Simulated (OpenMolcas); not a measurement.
Multiplet structure of Co III

| Item | Value |
| --- | --- |
| Program | OpenMolcas |
| Method | CASSCF |
| Basis | ANO-RCC-VTZP [6s5p3d2f1g] |
| Scalar Hamiltonian | DKH2, point nucleus |
| Active space | 7 electrons in 5 orbitals (3d) |
| State averaging | 2S+1 = 4 even, 10 roots; 2S+1 = 2 even, 40 roots (35 in the spin-orbit step) |
| Spin-orbit coupling | RASSI with atomic mean-field integrals over the reference wave functions, term energies averaged over their components |

With spin-orbit coupling, above the lowest level:

```csv
Configuration,Term,J,E (cm-1),Measured (cm-1),g,Term weight %,Second
3d7,4F,9/2,0.0,0.0,1.334,100,
3d7,4F,7/2,853,841,1.238,100,
3d7,4F,5/2,1483,1451,1.029,100,
3d7,4F,3/2,1916,1867,0.399,100,
3d7,2G,9/2,19015,16978,1.109,98,
3d7,4P,5/2,19088,15202,1.600,100,
3d7,4P,3/2,19371,15428,1.722,97,3 2P
3d7,4P,1/2,19765,15811,2.646,99,
3d7,2G,7/2,19825,17766,0.889,100,
3d7,2P,3/2,25150,20195,1.281,85,12 2D
3d7,2H,11/2,25283,22720,1.091,100,
3d7,2P,1/2,25996,,0.690,99,
3d7,2H,9/2,25998,23434,0.912,98,
3d7,2D,5/2,27377,23059,1.201,100,
3d7,2D,3/2,28641,24237,0.864,88,12 2P
3d7,2F,5/2,43796,37021,0.857,100,
3d7,2F,7/2,44124,37316,1.143,100,
```

Against the 15 measured excited levels shown (Sugar and Corliss, J. Phys. Chem. Ref. Data 10, 1097 (1981)) the mean absolute deviation is 3200 cm-1; the largest miss in energy is 3d7 2F 7/2: computed 44124, measured 37316 cm-1 (+18.2 %), and the largest in proportion 3d7 4P 5/2 (+25.6 %).

Spin-orbit coupling puts the lowest level 865 cm-1 below the lowest spin-free term.

A least-squares Racah fit to the terms below 60000 cm-1, each weighted by 2L + 1 and with a free common offset, gives B = 1229 cm-1 and C = 4532 cm-1 (C/B = 3.69), with an rms deviation of 20 cm-1.

For 4F the intervals divided by the larger J are -173.4, -180.0, -189.4 cm-1. Landé's interval rule makes them equal in pure LS coupling; they differ by 9 % of their mean. The multiplet is inverted.

Some high roots are left out of the spin-orbit mixing, which shifts the levels that they would mix with. Without dynamic correlation excited terms often stand tens of per cent too high (terms of higher spin than the ground term too low), and those without a measured partner can miss by more than the paired ones. Computed and measured levels are paired by configuration, term and J; levels that our copy of the source lacks, or whose pairing is in doubt (as where it misses far off the trend of its configuration), stay unpaired and out of the deviations. Only configurations of the active space appear. The first state left out of the spin-orbit step lies near 68000 cm-1 above the lowest spin-free state of the reference (among the parities and spins computed), and the list stops at four fifths of that energy or lower.

The term weight is that of the spin-free term in the level, not the purity of its configuration.
